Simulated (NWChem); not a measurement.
System meant: BiBr2, doublet; SMILES [Br][Bi][Br]

The following NWChem deck was run.

```
start job
memory heap 200 mb stack 900 mb global 1100 mb
geometry units angstroms noautoz
  Bi     0.000000     0.000000     0.734769
  Br    -2.013343     0.000000    -0.923009
  Br     2.013343     0.000000    -0.923009
end
basis spherical
  Bi library def2-svp
  Br library def2-svp
end
dft
  odft
  mult 2
  xc xpbe96 cpbe96
  iterations 150
  mulliken
end
task dft energy
```

End of the output:

```
          Convergence Information
          -----------------------
          Convergence aids based upon iterative change in
          total energy or number of iterations.
          Levelshifting, if invoked, occurs when the
          HOMO/LUMO gap drops below (HL_TOL):  1.00D-02
          DIIS, if invoked, will attempt to extrapolate
          using up to (NFOCK): 10 stored Fock matrices.

                    Damping( 0%)  Levelshifting(0.5)       DIIS
                  --------------- ------------------- ---------------
          dE  on:    start            ASAP                start
          dE off:    2 iters        150 iters           150 iters

      Screening Tolerance Information
      -------------------------------
          Density screening/tol_rho:  1.00D-10
          AO Gaussian exp screening on grid/accAOfunc:  14
          CD Gaussian exp screening on grid/accCDfunc:  20
          XC Gaussian exp screening on grid/accXCfunc:  20
          Schwarz screening/accCoul:  1.00D-08

      Superposition of Atomic Density Guess
      -------------------------------------

      charge =      83.0 Bi (Bismuth)

      symmetry species            s     p     d     f
      number of basis functions =10     7     6     0
      number of cont. functions = 4     4     2     0
      number of closed shells   = 6     4     3     1
      number of open shells     = 0     1     0     0
      open shell occupation     = 0     3     0     0
 ------------------------------------------------------------------------
 atomscf:atomd: error in atom scf                   0
 ------------------------------------------------------------------------
 ------------------------------------------------------------------------
  current input line :
    19: task dft energy
 ------------------------------------------------------------------------
 ------------------------------------------------------------------------
 This error has not yet been assigned to a category
 ------------------------------------------------------------------------
 For more information see the NWChem manual at https://nwchemgit.github.io

0:atomscf:atomd: error in atom scf:Received an Error in Communication
```

Question: What is wrong, and how is it mended?

Answer: The run crashed. Cause: the def2 basis of a heavy element holds valence functions alone and wants its effective core potential (without it all electrons must fit into that basis). This input runs:
```
start job
memory heap 200 mb stack 900 mb global 1100 mb
geometry units angstroms noautoz
  Bi     0.000000     0.000000     0.734769
  Br    -2.013343     0.000000    -0.923009
  Br     2.013343     0.000000    -0.923009
end
basis spherical
  Bi library def2-svp
  Br library def2-svp
end
ecp
  Bi library def2-ecp
end
dft
  odft
  mult 2
  xc xpbe96 cpbe96
  iterations 150
  mulliken
end
task dft energy
```
It converges to -5361.65925 Ha (PBE/def2-SVP with def2 effective core potentials on Bi, spin-unrestricted).
